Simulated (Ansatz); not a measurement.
Ge(CN)2H2 (C2H2GeN2). The state is a triplet with charge 0. Geometry r2SCAN-D4/def2-SVP, that of the neutral singlet; atoms count from 1.

Cartesian coordinates in Å:
```
Ge 0.2638 -0.5434 -0.1026
C -0.9260 0.3978 -1.2722
N -1.6405 0.9417 -2.0128
C 0.4628 0.5514 1.4566
N 0.6032 1.1951 2.4162
H 1.6177 -0.6803 -0.7851
H -0.3810 -1.8623 0.3000
```

At PBE0-D4/def2-TZVP a singlet of charge 0 lies 5.86 eV below the triplet at the same geometry.

Estimate the Mulliken populations from the PBE0/def2-TZVP orbitals of Ansatz.


```json
{"atom": "Ge1", "charge (e)": "0.13", "spin (α − β)": "0.08"}
{"atom": "C2", "charge (e)": "-0.15", "spin (α − β)": "0.04"}
{"atom": "N3", "charge (e)": "-0.04", "spin (α − β)": "0.01"}
{"atom": "C4", "charge (e)": "-0.07", "spin (α − β)": "0.89"}
{"atom": "N5", "charge (e)": "-0.02", "spin (α − β)": "0.96"}
{"atom": "H6", "charge (e)": "0.08", "spin (α − β)": "0.01"}
{"atom": "H7", "charge (e)": "0.08", "spin (α − β)": "0.01"}
```
Mulliken values depend strongly on the basis.

Where does the spin sit?

Summed by element: Ge 0.08, C 0.93, N 0.97, H 0.02, of 2 unpaired in all. Largest on single atoms: N5 0.96, C4 0.89, Ge1 0.08.

And the Mayer bond orders between heavy atoms (over 0.3)?

Ge1–C2 0.79 (1.92 Å); Ge1–C4 1.04 (1.92 Å); C2–N3 3.01 (1.16 Å); C4–N5 2.04 (1.16 Å).
